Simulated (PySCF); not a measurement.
SMILES CS[SiH2]B(O)O (GFN2-xTB optimised geometry):

```
13

C      2.589    -1.358     0.000
S      0.775    -1.358     0.000
Si     0.393     0.775     0.000
B     -1.556     1.016    -0.013
O     -1.991     2.293    -0.031
O     -2.494     0.038    -0.005
H      2.947    -0.853     0.891
H      2.947    -0.853    -0.891
H      2.911    -2.394     0.000
H      1.144     1.272     1.164
H      1.160     1.274    -1.152
H     -2.947     2.394    -0.037
H     -2.191    -0.870     0.007
```

Level of theory: PBE0/def2-TZVP (PySCF 2.14.0).

Problem. What are the frontier orbital energies and the dipole moment?

Solution. HOMO-2 -8.70 eV, HOMO-1 -8.27 eV, HOMO -6.66 eV, LUMO -0.43 eV, LUMO+1 0.22 eV; dipole moment 0.21 D.

Meta-Löwdin charges at PBE0/def2-TZVP: C1 -0.40, S2 -0.22, Si3 0.41, B4 0.27, O5 -0.51, O6 -0.51, H7 0.13, H8 0.13, H9 0.14, H10 -0.09, H11 -0.09, H12 0.35, H13 0.37.
